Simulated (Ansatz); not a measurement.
Level of theory: PBE0-D3(BJ)/def2-TZVP (Ansatz, an electronic-structure program). No frequencies were computed at this level.

Ansatz 0.2 input:
```yaml
crystal:
  periodic: [false, false, false]
  atoms:
    - { symbol: B, position_ang: [-0.000019, 0.000019, 0.000008] }
    - { symbol: H, position_ang: [-0.998553, -0.5942, -0.07715] }
    - { symbol: H, position_ang: [-0.013622, 1.164388, -0.002071] }
    - { symbol: H, position_ang: [1.012192, -0.570207, 0.079213] }
basis:
  gaussian: { orbitals: def2-tzvp }
hamiltonian:
  xc: pbe0
  dispersion: d3bj
relax:
  max_steps: 150
```

Output:

```
Functional definition: PBE0
301 factors; their error is unknown
mean field evaluation 1: about -722.1126 eV, gradient 1.5e1 eV
mean field evaluation 2: about -722.6304 eV, gradient 8.6e0 eV
mean field evaluation 4: about -722.8659 eV, gradient 2.7e-2 eV
mean field evaluation 8: about -722.8603 eV, gradient 6.8e-4 eV
mean field -722.86034405 eV, -26.5646276716 hartree, gradient 4.7e-5 eV, S^2 0.000000; 0 other end points of the search recorded, 0 dependent functions left out
reference -722.86036917 eV, -26.5646285945 hartree; 4, 4 occupied and 45, 45 virtual orbitals, 301 factors
relax step   1: F+E_penalty+E_count = -722.87856907 eV  Δ(F+E_penalty+E_count) = +0.000e0 eV  max|allowed force component| = 7.543e-1 eV/Å  Δτ_max = 0.0000 Å  (17 SCF iters, accepted)
these checks for a lower state are left out or cut short: starts, cluster_reference, orbital_swaps, neighbouring_geometries, increment
301 factors; their error is unknown
mean field evaluation 16: about -722.8896 eV, gradient 7.8e-6 eV
mean field -722.88962212 eV, -26.5657036207 hartree, gradient 7.8e-6 eV, S^2 0.000000; 0 other end points of the search recorded, 0 dependent functions left out
reference -722.88964736 eV, -26.5657045483 hartree; 4, 4 occupied and 45, 45 virtual orbitals, 301 factors
relax step   2: F+E_penalty+E_count = -722.90784981 eV  Δ(F+E_penalty+E_count) = -2.928e-2 eV  max|allowed force component| = 2.131e-1 eV/Å  Δτ_max = 0.0204 Å  (22 SCF iters, accepted)
these checks for a lower state are left out or cut short: starts, cluster_reference, orbital_swaps, neighbouring_geometries, increment
301 factors; their error is unknown
mean field -722.89234214 eV, -26.5658035797 hartree, gradient 8.0e-6 eV, S^2 0.000000; 0 other end points of the search recorded, 0 dependent functions left out
reference -722.89236743 eV, -26.5658045092 hartree; 4, 4 occupied and 45, 45 virtual orbitals, 301 factors
relax step   3: F+E_penalty+E_count = -722.91057386 eV  Δ(F+E_penalty+E_count) = -2.724e-3 eV  max|allowed force component| = 7.153e-3 eV/Å  Δτ_max = 0.0083 Å  (22 SCF iters, accepted)
301 factors; their error is unknown
mean field evaluation 32: about -722.8923 eV, gradient 1.2e-2 eV
mean field -722.89234214 eV, -26.5658035797 hartree, gradient 1.0e-5 eV, S^2 0.000000; 1 other end points of the search recorded, 0 dependent functions left out
reference -722.89236743 eV, -26.5658045092 hartree; 4, 4 occupied and 45, 45 virtual orbitals, 301 factors
Total energy: -722.91059915 eV, -26.5664745124 hartree
Atom 0 at    -0.000024     0.000001     0.000324 Å, force     0.000345    -0.000043    -0.004939 eV/Å
Atom 1 at    -1.023127    -0.608793    -0.079154 Å, force    -0.006218    -0.003627     0.001175 eV/Å
Atom 2 at    -0.014011     1.193097    -0.002232 Å, force    -0.000200     0.007153     0.001633 eV/Å
Atom 3 at     1.037160    -0.584304     0.081062 Å, force     0.006073    -0.003483     0.002130 eV/Å
Dipole moment:    -0.000014     0.000000     0.000192 e Å
```

Cost: about 1.5 core-seconds (a rough figure).
